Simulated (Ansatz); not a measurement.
`[OH][W]([OH])([OH])([OH])([F])[Cl]` and `[OH][W]([OH])([OH])([OH])([Cl])[Cl]` differ in one atom or group.

Ansatz, PBE0-D4/def2-TZVP geometries, multiplicity 1. Each molecule was computed in one conformer, which needn't be the lowest.

Elements past krypton have def2 core potentials.

```json
{"property": "size of the dipole moment (B3LYP/def2-TZVPP) / D", "`[OH][W]([OH])([OH])([OH])([F])[Cl]`": "1.78"}
{"property": "HOMO energy (ωB97M-V/def2-TZVPP) / eV", "`[OH][W]([OH])([OH])([OH])([F])[Cl]`": "-10.80"}
{"property": "LUMO energy (PBE0/def2-TZVPP) / eV", "`[OH][W]([OH])([OH])([OH])([F])[Cl]`": "-3.11"}
{"property": "LUMO energy (B3LYP/def2-TZVPP) / eV", "`[OH][W]([OH])([OH])([OH])([F])[Cl]`": "-3.33"}
{"property": "LUMO energy (ωB97M-V/def2-TZVPP) / eV", "`[OH][W]([OH])([OH])([OH])([F])[Cl]`": "-1.03"}
{"property": "HOMO energy (B3LYP/def2-TZVPP) / eV", "`[OH][W]([OH])([OH])([OH])([F])[Cl]`": "-8.24"}
```

**Question.** What does the change do to each property? (An estimate is asked.)

**Answer.** The calculation gave: 
```json
{"property": "size of the dipole moment (B3LYP/def2-TZVPP) / D", "`[OH][W]([OH])([OH])([OH])([Cl])[Cl]`": "2.10", "shift": "0.32"}
{"property": "HOMO energy (ωB97M-V/def2-TZVPP) / eV", "`[OH][W]([OH])([OH])([OH])([Cl])[Cl]`": "-10.57", "shift": "0.23"}
{"property": "LUMO energy (PBE0/def2-TZVPP) / eV", "`[OH][W]([OH])([OH])([OH])([Cl])[Cl]`": "-3.53", "shift": "-0.42"}
{"property": "LUMO energy (B3LYP/def2-TZVPP) / eV", "`[OH][W]([OH])([OH])([OH])([Cl])[Cl]`": "-3.73", "shift": "-0.40"}
{"property": "LUMO energy (ωB97M-V/def2-TZVPP) / eV", "`[OH][W]([OH])([OH])([OH])([Cl])[Cl]`": "-1.52", "shift": "-0.49"}
{"property": "HOMO energy (B3LYP/def2-TZVPP) / eV", "`[OH][W]([OH])([OH])([OH])([Cl])[Cl]`": "-8.08", "shift": "0.16"}
```

With PBE0 the HOMO rises by 0.16 eV and the LUMO falls by 0.42 eV, so the gap narrows by about 0.58 eV. PBE moves the HOMO by 0.08 eV and ωB97M-V by 0.23 eV. Dipoles are sizes alone; their direction can turn.

B3LYP here is the variant with VWN-RPA as its local correlation; programs differ in this.
